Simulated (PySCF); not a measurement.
Compound: C6H8ClFO.
Cartesian coordinates in Å at the GFN2-xTB level; atoms count from 1:
```xyz
17
C6H8ClFO angstrom
F      0.2382    1.2359   -2.2143
C      0.1008    0.5550   -1.0554
C     -1.3456    0.5066   -0.5234
C     -1.2737   -0.7657    0.3373
C      0.1969   -1.1844    0.1141
O      0.4448   -0.7986   -1.2205
C      1.0869   -0.2253    0.9369
Cl     2.7350   -0.8772    1.1093
C      1.0498    1.0338    0.0631
H     -2.0330    0.4000   -1.3611
H     -1.6029    1.4012    0.0381
H     -1.9402   -1.5394   -0.0377
H     -1.4944   -0.5886    1.3871
H      0.4146   -2.2404    0.2487
H      0.7139   -0.0698    1.9482
H      0.6764    1.9105    0.5863
H      2.0254    1.2584   -0.3665
```

The closed-shell SCF was solved with PySCF and density fitting under several settings on one GFN2-xTB geometry (grid level 2 and gas phase unless stated).

```
                        settings  basis functions  SCF cycles     E (Eh)  HOMO (eV)  LUMO (eV)  dipole (D)
                   PBE0/pcSseg-1              200          14  -868.0545      -8.02       0.50        3.59
                  PBE0/def2-SVPD              257          14  -867.7103      -8.08       0.21        3.66
     mPW1PW91/MINI, grid level 4               57          11  -863.3677      -8.96       0.15        2.84
PBE/pcSseg-1, level shift 0.1 Eh              200          11  -867.9914      -6.46      -0.52        3.33
```

Problem. Estimate the rows for these settings: (1) PBE0/pcSseg-0; (2) KT3/cc-pVDZ, IEF-PCM methanol, start guess vsap, fitting basis def2-universal-jkfit; (3) PBE0/pcSseg-1, level shift 0.1 Eh.

Solution. 
```tsv
settings	basis functions	SCF cycles	E (Eh)	HOMO (eV)	LUMO (eV)	dipole (D)
PBE0/pcSseg-0	101	12	-866.6448	-8.06	0.71	4.10
KT3/cc-pVDZ, IEF-PCM methanol, start guess vsap, fitting basis def2-universal-jkfit	170	15	-877.8197	-6.33	-0.25	4.15
PBE0/pcSseg-1, level shift 0.1 Eh	200	10	-868.0545	-8.02	0.50	3.59
```

Problem. Over all rows, what range does the HOMO–LUMO gap span?

Solution. From 5.94 eV (PBE/pcSseg-1, level shift 0.1 Eh) to 9.11 eV (mPW1PW91/MINI, grid level 4). The functional of the narrowest has no exact exchange, that of the widest 25 % exact exchange.

Problem. And the dipole moment?

Solution. From 2.84 D (mPW1PW91/MINI, grid level 4) to 4.15 D (KT3/cc-pVDZ, IEF-PCM methanol, start guess vsap, fitting basis def2-universal-jkfit); the largest is 1.46 times the smallest, and the median is 3.59 D.

Problem. Compare two rows with the functional PBE0: PBE0/pcSseg-1, level shift 0.1 Eh and PBE0/pcSseg-0. Which energy is lower, and by how much?

Solution. PBE0/pcSseg-1, level shift 0.1 Eh (200 functions) lies 1.4097 Eh or 885 kcal/mol below PBE0/pcSseg-0 (101 functions).

Cycle counts include a coarse-grid stage where the run had one. KT3 was designed for NMR shieldings or shifts; total energies of different functionals aren't comparable. Geometry: GFN2-xTB; no vibrations or thermal averaging.
